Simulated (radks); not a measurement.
The numbers below are computed, except where a source is named.
Species: Os. Configuration: [Xe] 4f14 5d6 6s1 6p1 (not the ground configuration).

Code: a radial shooting solver on a logarithmic mesh with Libxc functionals. Model: scalar-relativistic Kohn-Sham, r2SCAN, spin-polarised, spherical densities, finite nucleus; open shells are filled with parallel spins first (spin-orbit coupling, left out, can overturn this in heavy ions); meta-GGA in the generalised Kohn-Sham scheme; Fermi nuclear charge, rms radius 5.4126 fm.

Energy parts (hartree):
total: -17252.6140
kinetic: 19115.7527
electron-nucleus: -42749.6299
Hartree: 6720.0938
exchange-correlation: -338.8306

Orbitals (lengths in bohr, moments of r in powers of bohr; r(max) is where P^2 peaks):
orbital  occ.  eigenvalue (hartree)      <r>   r(max)
1s up       1             -2717.377  0.01774  0.01103
1s down     1             -2717.376  0.01774  0.01103
2s up       1             -474.2969  0.07489  0.06338
2s down     1             -474.2847  0.07489  0.06337
2p up       3             -412.9497  0.06728  0.05219
2p down     3             -412.9400  0.06728  0.05219
3s up       1             -110.7915   0.1937   0.1786
3s down     1             -110.7900   0.1937   0.1786
3p up       3             -92.69519   0.1944   0.1772
3p down     3             -92.69268   0.1944   0.1772
3d up       5             -72.43151   0.1763   0.1446
3d down     5             -72.42420   0.1763   0.1446
4s up       1             -23.64283   0.4318   0.4048
4s down     1             -23.63217   0.4319   0.4049
4p up       3             -17.68068   0.4591   0.4250
4p down     3             -17.67122   0.4592   0.4250
4d up       5             -10.23832   0.4890   0.4347
4d down     5             -10.22689   0.4889   0.4348
5s up       1              -3.52192    1.013   0.9165
5s down     1              -3.44225    1.005   0.9130
5p up       3              -2.01620    1.177    1.034
4f up       7              -1.98743   0.5579   0.4068
4f down     7              -1.96824   0.5547   0.4067
5p down     3              -1.91069    1.162    1.027
5d up       5              -0.33760    1.776    1.357
6s up       1              -0.31670    2.855    2.422
5d down     1              -0.19329    1.787    1.328
6s down     0              -0.16871    3.107    2.539
6p up       1              -0.09509    4.033    3.246

The highest occupied level is 6p up at -2.588 eV. The configuration is held as typed, so some empty levels lie below it. The spin density at the nucleus is 95.4 e/bohr^3 (1s 0.4, 2s -2.6, 3s 1.1, 4s 4.6, 5s -23.9, 6s 115.8). The density falls to 0.001 e/bohr^3 at r = 4.79 bohr. The electron density at the nucleus is 1.788e+06 e/bohr^3 (large components only).
